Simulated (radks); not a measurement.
Q: The mean radii <r> (bohr) of the occupied orbitals of an atom or ion are listed with their occupations. All-electron calculation, Dirac Kohn-Sham, relativistic LDA (MacDonald-Vosko exchange, VWN5 correlation), spin-unpolarised, spherical densities, finite nucleus; Fermi nuclear charge, rms radius of each element as measured or else 0.836 A^(1/3) + 0.57 fm. Program: a radial shooting solver on a logarithmic mesh with Libxc functionals.

orbital  occ.      <r>
1s1/2       2  0.02466
2s1/2       2   0.1035
2p1/2       2  0.08667
2p3/2       4  0.09257
3s1/2       2   0.2497
3p1/2       1   0.2359

Name the element and its charge. Open shells, if any, fill j = l - 1/2 first.

A: Z = 58, cerium, charge +45: Ce45+ in [Ne] 3s2 3p1. The 1s radius gives Z: for a bare nucleus <r> = (2 gamma + 1)/(2Z) with gamma = sqrt(1 - (Z/c)^2), 0.02424 bohr for Z = 58, and screening makes it slightly larger (0.02466 here). The occupations add up to 13, and the charge is Z minus that.
